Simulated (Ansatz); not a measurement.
Reaction (redistribution): `N[Si](O)(Cl)[SbH2]` + `F[SiH2]Cl` → `Cl[SiH2][SbH2]` + `N[Si](O)(F)Cl`

Gas-phase electronic energies from Ansatz, PBE0-D4/def2-TZVP geometries. CCSD(T)/CBS is the MP2 limit (def2-TZVPP, def2-QZVPP) plus CCSD(T) − MP2 in def2-TZVPP, frozen cores. This one scheme is used for every species. DFT in def2-TZVPP. def2 core potentials past Kr. For Sb outer-core shells are correlated without core-valence functions, which leaves a few kJ/mol of doubt a bond. Each species was taken in one conformer, which may not be the lowest.

```
   level  ΔE (kJ/mol)
PBE-QIDH        -21.4
   BHLYP        -22.7
```

(1) What does CCSD(T)/CBS give? (Best estimate.)

Largest T1 diagnostic among the species: 0.012.

## Answers

(1) Computed: -17.7 kJ/mol. The listed levels differ from it by -3.7, -5.0 kJ/mol.

Leaving LDA and LC-ωPBE aside and taking each functional with its dispersion term where it has one, the values, not all of them listed here, spread over 11.5 kJ/mol, from r2SCAN0-D4 to BLYP-D4. LDA lies −3.3 kJ/mol from PBE without D4. From PBE to PBE0 (25 % exact exchange), in def2-TZVPP and without D4, ΔE moves by −4.4 kJ/mol.
